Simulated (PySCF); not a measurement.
## Correlation energy of As⁺ (arsenic, charge +1)

Starting occupation: [Ar] 3d10 4s2 4p1 4d1, 4p3/2 with m_j = +3/2, 4d5/2 with m_j = +5/2. Computed with PySCF 2.14 in x2c-SVPall-2c with one added diffuse shell each of s, p, d type (6s7p4d, 47 functions), with X2C-1e with screened-nucleus spin-orbit coupling, Gaussian nucleus. Frozen: [Ne]; 22 electrons correlated.

MP2 pair energies summed by pair of shells (mhartree):

| pair | energy | share (%) |
| --- | --- | --- |
| 3d3/2-3d5/2 | -60.33 | 20.8 |
| 3d5/2-3d5/2 | -39.73 | 13.7 |
| 3d5/2-3p3/2 | -34.24 | 11.8 |
| 3d3/2-3p3/2 | -24.72 | 8.5 |
| 4s1/2-4s1/2 | -20.35 | 7.0 |
| 3d5/2-3p1/2 | -19.18 | 6.6 |
| 3d3/2-3d3/2 | -16.52 | 5.7 |
| 4p3/2-4s1/2 | -12.08 | 4.2 |
| 3p1/2-3p3/2 | -11.69 | 4.0 |
| 3d3/2-3p1/2 | -10.93 | 3.8 |
| 3p3/2-3p3/2 | -10.10 | 3.5 |
| 3d5/2-3s1/2 | -3.88 | 1.3 |
| 3d5/2-4s1/2 | -3.83 | 1.3 |
| 3d3/2-4s1/2 | -2.67 | 0.9 |
| 3d3/2-3s1/2 | -2.61 | 0.9 |
| 3d5/2-4p3/2 | -2.53 | 0.9 |
| 3p1/2-3p1/2 | -2.25 | 0.8 |
| 3p3/2-3s1/2 | -2.17 | 0.7 |
| 4d5/2-4s1/2 | -1.66 | 0.6 |
| 3d3/2-4p3/2 | -1.63 | 0.6 |
| 3p1/2-3s1/2 | -1.11 | 0.4 |
| 3p3/2-4s1/2 | -1.04 | 0.4 |
| 4d5/2-4p3/2 | -0.90 | 0.3 |
| 3s1/2-3s1/2 | -0.77 | 0.3 |
| 3p3/2-4p3/2 | -0.60 | 0.2 |
| 3d5/2-4d5/2 | -0.57 | 0.2 |
| 3p1/2-4s1/2 | -0.50 | 0.2 |
| 3d3/2-4d5/2 | -0.44 | 0.2 |
| 3s1/2-4s1/2 | -0.38 | 0.1 |
| 3p1/2-4p3/2 | -0.36 | 0.1 |

Total MP2 correlation energy: -290.10 mhartree.

This basis was not built for core-valence correlation, so the inner-shell part is incomplete.
